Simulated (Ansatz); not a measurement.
The same path of C3H7FSSi (13 atoms, charge 0, multiplicity 1) was run twice with different band settings. Lost on the way: Si5–H12. Made: S6–H12.

Method: RKS r2SCAN-D4/6-31G* in Ansatz.

Relaxed end points:

```xyz
13
Properties=species:S:1:pos:R:3
C -0.892 1.329 1.036
C 0.182 0.322 1.249
F 0.805 0.542 2.434
C 0.596 -0.703 0.489
Si -0.057 -1.210 -1.164
S 1.431 -1.026 -2.713
H -1.413 1.174 0.089
H -0.463 2.339 1.052
H -1.619 1.276 1.857
H 1.427 -1.280 0.898
H -0.382 -2.660 -1.198
H -1.277 -0.426 -1.501
H 1.681 0.287 -2.514
```

```xyz
13
Properties=species:S:1:pos:R:3
C -0.850 1.436 1.291
C 0.162 0.351 1.400
F 0.985 0.578 2.461
C 0.349 -0.745 0.644
Si -0.790 -1.188 -0.806
S 1.123 -0.803 -2.447
H -1.522 1.264 0.445
H -0.351 2.408 1.173
H -1.442 1.490 2.214
H 1.172 -1.384 0.970
H -0.300 -2.635 -0.933
H 0.567 -1.285 -3.579
H 0.917 0.479 -2.818
```

Common settings: spring 5.0 eV/Å²; optimiser quadratic models (default); start path through a guess of the saddle point; force threshold 0.05 eV/Å; end points relaxed.

| run | movable images | climbing image | iteration limit |
| --- | --- | --- | --- |
| 1 | 5 | yes | 55 |
| 2 | 4 | no | 60 |

Task: What does each run give, and how far can it be trusted?

Result: Run 1: converged after 20 iterations, highest image 2.733 eV above the first end. Neighbouring images differ by up to 1.6 eV, so the band resolves the path poorly. A vibrational analysis at the climbing image gives one clearly imaginary mode, 284i cm⁻¹: a first-order saddle point.
Run 2: converged after 21 iterations, highest image 2.580 eV above the first end. Neighbouring images differ by up to 2.3 eV, so the band resolves the path poorly. No image climbed, so the highest image needn't sit at the top of the path.
The orbitals stay closed-shell, which can raise the energy where a bond breaks towards radicals; this wasn't checked here.
